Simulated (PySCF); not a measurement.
## Ionisation energy of Pb⁺ by level of theory

Pb⁺ [Xe] 4f14 5d10 6s2 6p1 (2P) → Pb²⁺ [Xe] 4f14 5d10 6s2 (1S), as a difference of total energies. Calculation: PySCF 2.14, in aug-cc-pVTZ-PP with ECP60MDF (6s5p4d2f, 55 functions); scalar relativity through the core potential. Correlated levels: valence: 5s2 5p6 5d10 frozen. The calculations carry no spin-orbit coupling.

```csv
method,ionisation energy (eV)
UHF,13.200
LDA,13.916
PBE,13.704
PBE0,13.732
r2SCAN,13.802
wB97X,13.569
B97-3,13.522
M06-2X,13.697
BLYP,13.652
MP2 (valence),13.385
SCS-MP2 (valence),13.372
```

Q: How much does correlation contribute at MP2 (valence)?

A: 13.385 − (13.200) = 0.185 eV, measured against UHF.

Errors of the correlated levels include the incompleteness of this basis and the frozen core.

For comparison: 13.869 eV (measured; NIST levels, between the centres of gravity of the two terms).
